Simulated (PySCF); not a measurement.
H₅NSn, SMILES [NH2][SnH3]. Atoms are numbered in the order given.

```xyz
7

Sn    -0.2845     0.0012     0.0000
N      1.7620    -0.1020     0.0000
H     -0.7869    -0.8088     1.4183
H     -0.7869    -0.8088    -1.4183
H     -0.8936     1.6113     0.0000
H      2.1793     0.3307     0.8159
H      2.1793     0.3307    -0.8159
```
Charge 0, spin multiplicity 1.

Geometry optimised at B3LYP-D3(BJ)/def2-TZVP. The def2 effective core potentials stand for the cores of Sn; spin–orbit coupling is left out.

Method: B3LYP/def2-TZVPD (PySCF).

Mulliken values depend strongly on the basis, most of all with diffuse functions as here. ESP charges are fitted to the potential on shells at 1.4 to 2.0 van der Waals radii. Atomic charges (e):

| atom | Mulliken | ESP fit |
|---|---|---|
| Sn1 | 0.62 | [?] |
| N2 | -0.70 | [?] |
| H3 | -0.11 | [?] |
| H4 | -0.11 | [?] |
| H5 | -0.12 | [?] |
| H6 | 0.21 | [?] |
| H7 | 0.21 | [?] |

Problem. Fill in the missing entries. (An estimate is asked for; the answer gives what the named calculation found.)

Solution. 
- Sn1, ESP fit: 0.61
- N2, ESP fit: -0.89
- H3, ESP fit: -0.10
- H4, ESP fit: -0.10
- H5, ESP fit: -0.16
- H6, ESP fit: 0.32
- H7, ESP fit: 0.32
